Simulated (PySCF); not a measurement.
# Electronic structure of Se⁺ (selenium, charge +1) at the M06-2X level

Configuration: [Ar] 3d10 4s2 4p3, high-spin 4S determinant. Calculation: PySCF 2.14, in aug-cc-pVDZ-PP with ECP10MDF (5s4p3d, 32 functions); a scalar-relativistic core potential.

```
Total energy                : -372.9276 hartree
One-electron energy         : -646.8964 hartree
Hartree (Coulomb) energy    : 302.8650 hartree
Exchange-correlation energy : -28.8963 hartree
⟨S²⟩                        : 3.7519
⟨L²⟩                        : 0.000
Sum of ⟨r⟩                  : 20.81 bohr
Sum of ⟨r²⟩                 : 30.62 bohr²
```

| shell | electrons | mean orbital energy (hartree) | rms radius, mean of both spins (bohr) |
| --- | --- | --- | --- |
| 3s α | 1 | -8.49443 | 0.618 |
| 3s β | 1 | -8.47807 | 0.618 |
| 3p α | 3 | -6.54216 | 0.640 |
| 3p β | 3 | -6.52444 | 0.640 |
| 3d α | 5 | -2.71540 | 0.689 |
| 3d β | 5 | -2.70187 | 0.689 |
| 4s α | 1 | -1.17235 | 1.91 |
| 4s β | 1 | -0.96542 | 1.91 |
| 4p α | 3 | -0.69024 | 2.26 |

Energies and moments cover only the electrons outside the core potential.
